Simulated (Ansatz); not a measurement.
Geometry optimisation, RKS LDA/def2-SVP in Ansatz.

The input (input.yaml):

```yaml
crystal:
  periodic: [false, false, false]
  atoms:
    - { symbol: B, position_ang: [0.034753, 0.59706, -0.3631] }
    - { symbol: O, position_ang: [0.08378, -0.176353, 2.113017] }
    - { symbol: H, position_ang: [-0.851711, -0.449609, 2.018612] }
    - { symbol: C, position_ang: [1.3913, 0.043818, -0.842959] }
    - { symbol: H, position_ang: [1.406018, -1.065437, -0.843016] }
    - { symbol: H, position_ang: [1.563477, 0.388988, -1.888526] }
    - { symbol: H, position_ang: [2.233657, 0.427914, -0.236476] }
    - { symbol: F, position_ang: [-1.114557, -0.032363, -0.51664] }
    - { symbol: Br, position_ang: [-0.147196, 2.525637, 0.17253] }
    - { symbol: H, position_ang: [0.010779, 0.795943, 2.300558] }
basis:
  gaussian: { orbitals: def2-SVP }
hamiltonian:
  xc: lda
relax:
  f_tol: 0.03
  max_steps: 50
```

Run as:

```bash
$ ansatz run input.yaml --threads 4 --pin off --max-ram 5120MiB --backend cpu --events-out ev --progress --plain --runs-dir out
```

Task: Where does it end, and by what steps?

Result: It converged. After 8 steps the energy has fallen by 0.596 eV; O2 moved furthest, 0.54 Å. Joined: B1–O2 (2.59 → 1.64 Å).

| step | energy less start (eV) | largest force component (eV/Å) | accepted |
| --- | --- | --- | --- |
| 0 | 0.0000 | 0.924 | yes |
| 1 | -0.1493 | 0.777 | yes |
| 2 | -0.3567 | 1.084 | yes |
| 3 | -0.5032 | 0.708 | yes |
| 4 | -0.5643 | 0.564 | yes |
| 5 | -0.5918 | 0.153 | yes |
| 6 | -0.5946 | 0.087 | yes |
| 7 | -0.5944 | 0.120 | no |
| 8 | -0.5958 | 0.027 | yes |

```xyz
10
Properties=species:S:1:pos:R:3
B 0.059 0.452 0.028
O 0.100 -0.010 1.600
H -0.782 -0.436 1.721
C 1.368 0.020 -0.706
H 1.438 -1.089 -0.763
H 1.362 0.409 -1.747
H 2.283 0.405 -0.212
F -1.128 -0.075 -0.380
Br -0.110 2.470 0.376
H 0.021 0.910 1.996
```

Whether the end is a true minimum wasn't checked by a vibrational analysis.

The run took 8 s on 4 threads of Arm Neoverse V2 (shared host), peak memory 0.18 GiB.
